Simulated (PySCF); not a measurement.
# Correlation energy of Gd⁴⁹⁺ (gadolinium, charge +49)

[Ne] 3s2 3p3, high-spin 4S determinant. Computed with PySCF 2.14 in an even-tempered Gaussian basis (17 s from 11 bohr⁻², ratio 2.5; 12 p from 15 bohr⁻², ratio 2.5; 4 d from 58 bohr⁻², ratio 2.7; 4 f from 87 bohr⁻², ratio 2.7), with scalar relativity by spin-free X2C-1e. Frozen: 1s2; 13 electrons correlated; the 20 highest virtual orbitals of each spin left out.

```
  level  correlation energy (mhartree)
   CCSD                        -548.03
    (T)                          -0.62
CCSD(T)                        -548.65
```

Diagnostics: T1 = 0.00018, D1 = 0.0005, largest double amplitude 0.018.

Task: Is a single reference adequate?

Result: Yes, within this model without spin-orbit coupling: T1 lies below 0.03 and no double amplitude reaches 0.07.

At this charge the one-electron X2C treatment keeps the bare 1/r₁₂, with no two-electron picture change or Breit term. The effect here is smaller than on the frozen 1s shell; and a scalar Hamiltonian misses the large spin-orbit splitting of the p shells, which matters for ns² → np² pairs.

Spin-orbit coupling is strong in this species, so the high-spin LS determinant is a model state.
